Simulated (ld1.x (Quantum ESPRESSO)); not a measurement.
Transferability test, PAW potential for lithium (Li)

```json
{
  "Element": "Li (Z = 3)",
  "Generator": "ld1.x (Quantum ESPRESSO) 7.5",
  "Type": "PAW",
  "Functional": "BLYP",
  "Relativity": "scalar-relativistic",
  "Frozen core": "none",
  "Valence charge": "3",
  "Reference configuration": "1s2 2s1 2p0",
  "Partial waves": "1s (bound): rcut 0.90, rcutus 1.10 bohr; 2s (bound): rcut 0.90, rcutus 1.10 bohr; 2p (bound, empty): rcut 3.35, rcutus 4.50 bohr; 2p channel at 0.85 Ry: rcut 3.35, rcutus 4.50 bohr; 3d channel at -0.05 Ry: rcut 4.20, rcutus 4.80 bohr; 3d channel at 1.85 Ry: rcut 4.20, rcutus 4.80 bohr",
  "Local potential": "all-electron potential smoothed inside 1.75 bohr (lloc = -2)",
  "Core correction": "none",
  "Augmentation charge": "PSQ, radius 0.65 bohr"
}
```

Energies are relative to the spin-unpolarised reference configuration 1s2 2s1 2p0; without spin polarisation the order of configurations can differ from experiment.

(1) Give the all-electron excitation energy and the error of the potential for: 1s2 2s0 2p0; 1s2 2s0.5 2p0; 1s2 2s0 2p1; 1s1 2s1 2p0.

## Answers

(1)

```csv
valence configuration,charge,ΔE all-electron (eV),error AE − PS (meV)
1s2 2s0 2p0,+1,5.322,0.0
1s2 2s0.5 2p0,+0.5,2.010,0.0
1s2 2s0 2p1,0,1.798,-0.1
1s1 2s1 2p0,+1,68.706,-33
```
